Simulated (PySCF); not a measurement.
## Levels of Ce⁵⁵⁺ from EOM-EA-GCCSD

Reference: closed-shell Ce⁵⁶⁺, 1s2; one electron is added. Calculated with PySCF 2.14, two-component X2C-1e with screened spin-orbit coupling, an uncontracted even-tempered set (16 s from 16 bohr⁻², ratio 2.6; 12 p from 21 bohr⁻², ratio 2.6; 6 d from 21 bohr⁻², ratio 2.8; 3 f from 900 bohr⁻², ratio 2.8); frozen nothing; the 30 highest virtual spinors dropped; of the others 54 kept and the rest restored at second order. No Breit or QED terms. Binding energies in eV.

| level | Koopmans | second order | EOM-CCSD |
| --- | --- | --- | --- |
| 2s1/2 | 11470.3 | 11470.6 | 11470.6 |
| 2p1/2 | 11342.8 | 11343.3 | 11343.3 |
| 2p3/2 | 10821.4 | 10821.7 | 10821.7 |

Electric-dipole lines between these computed levels:

```tsv
lower	upper	ΔE (eV)	vacuum wavelength (nm)
2s1/2	2p1/2	127.29	9.740
2s1/2	2p3/2	648.82	1.911
```

For comparison, the ionisation energy of Ce⁵⁵⁺ is 11459.85 ± 0.06 eV (theoretical estimate listed by NIST; NIST Atomic Spectra Database, ionization energies).

Only part of the computed levels is shown.
